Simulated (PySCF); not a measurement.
**Ionisation energy of Zn²⁵⁺ by level of theory**

Zn²⁵⁺ [He] 2s2 2p1 (2P) → Zn²⁶⁺ [He] 2s2 (1S), as a difference of total energies. Computed with PySCF 2.14 in an even-tempered Gaussian basis (19 s from 6 bohr⁻², ratio 2.2; 11 p from 7.8 bohr⁻², ratio 2.2; 6 d from 33 bohr⁻², ratio 2.4; 5 f from 49 bohr⁻², ratio 2.4; 4 g from 73 bohr⁻², ratio 2.4), with scalar relativity by spin-free X2C-1e. Correlated levels: nothing frozen; virtual orbitals above 40 to 60 times the deepest correlated orbital energy dropped. The calculations carry no spin-orbit coupling.

| method | ionisation energy (eV) |
| --- | --- |
| UHF | 2476.5 |
| LDA | 2473.9 |
| PBE | 2477.5 |
| PBE0 | 2477.4 |
| r2SCAN | 2478.7 |
| M06-L | 2478.6 |
| PW91 | 2478.3 |
| MP2 (all electrons) | 2475.9 |
| SCS-MP2 (all electrons) | 2475.6 |

A first-order spin-orbit estimate (lowest level to lowest level, LS coupling) adds 18.443 eV.

For comparison: 2491.5 ± 1.1 eV (semi-empirical (NIST evaluation); NIST Atomic Spectra Database, ionization energies).
